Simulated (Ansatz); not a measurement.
`[F][GeH2][SH]` → H–F + `[SH][GeH]` at 500 K and 1 bar (germylene formation by 1,1-elimination).

Isolated molecules relaxed with PBE0-D4/def2-TZVP in Ansatz; ΔE leaves out vibrations. CCSD(T)/CBS adds triple-zeta CCSD(T) − MP2 to the extrapolated MP2 energy (def2 sets, frozen cores). This one scheme is used for every species. For Ge outer-core shells are correlated without core-valence functions, which leaves a few kJ/mol of doubt a bond. Scalar relativity is left out up to krypton. One conformer a species, not always the lowest.

```csv
species,CCSD(T)/CBS energy (Eh),H − E (kJ/mol),S (J/(mol·K))
`[F][GeH2][SH]`,-2575.53651,105.6,350.6
H–F,-100.39570,39.4,188.7
`[SH][GeH]`,-2475.08182,64.8,299.8
```

H − E and S are ideal-gas, rigid-rotor, harmonic terms from PBE0-D4/def2-TZVP, for one conformer and one mirror image of each species. 1 Eh = 2625.50 kJ/mol, R = 8.31446 J/(mol·K).

**Question.** By hand: ΔE, ΔH, ΔS and ΔG.

**Answer.** ΔE = (-100.39570) + (-2475.08182) − (-2575.53651) = 0.05899 Eh = 154.9 kJ/mol. Δ(H − E) = 39.4 + 64.8 − 105.6 = -1.4, so ΔH = 153.5 kJ/mol. ΔS = 188.7 + 299.8 − 350.6 = 137.9 J/(mol·K). ΔG = 153.5 − 500 × (137.9)/1000 = 84.5 kJ/mol.

**Question.** By hand: the equilibrium constant, and the temperature at which ΔG would vanish if ΔH and ΔS stayed fixed.

**Answer.** log₁₀ K = −ΔG/(RT ln 10) = -8.8. ΔG = 0 at ΔH/ΔS = 1113 K.

The number of gas molecules changes by +1, which sets the sign of ΔS. A doubt of 5 kJ/mol in ΔE shifts log₁₀ K by 0.5 here. Other conformers and mirror images would add mixing entropy, several J/(mol·K) or more a flexible species. These are equilibria of isolated gas molecules and say nothing of rates. Largest T1 diagnostic: 0.015 (customary marks: 0.02 for closed shells, 0.045 for open ones).
